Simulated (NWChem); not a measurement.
System: AlH$_{3}$O; SMILES [OH][AlH2]

Here is an NWChem input.

```
start job
memory heap 200 mb stack 900 mb global 1100 mb
geometry units angstroms noautosym nocenter noautoz
  Al     0.000000    -0.041478     0.560585
  H      0.000000     1.407140     1.213375
  H     -0.000000    -1.391714     1.381931
  O      0.000000    -0.218320    -1.134265
  H     -0.000000     0.490778    -1.778987
end
basis spherical
  * library pcsseg-1
end
dft
  xc xpbe96 cpbe96
  iterations 150
end
property
  shielding
end
task dft property
```

The geometry was optimised at PBE0/def2-SVP.

GIAO values for the isolated, static molecule; σ is the absolute isotropic shielding, δ = σ(reference) − σ with the isolated reference molecule computed at the same levels (1H: tetramethylsilane, 17O: water).

Atoms are numbered as in the input.

### Question
Predict the main results of this run. (PBE/pcSseg-1, GIAO.) Quantities: σ Al1 (ppm); δ H2 (ppm); δ H3 (ppm); δ O4 (ppm); δ H5 (ppm).

### Answer
```
Quantity     Result
-----------  ------
σ Al1 (ppm)   357.2
δ H2 (ppm)     4.88
δ H3 (ppm)     4.61
δ O4 (ppm)    106.9
δ H5 (ppm)     3.56
```
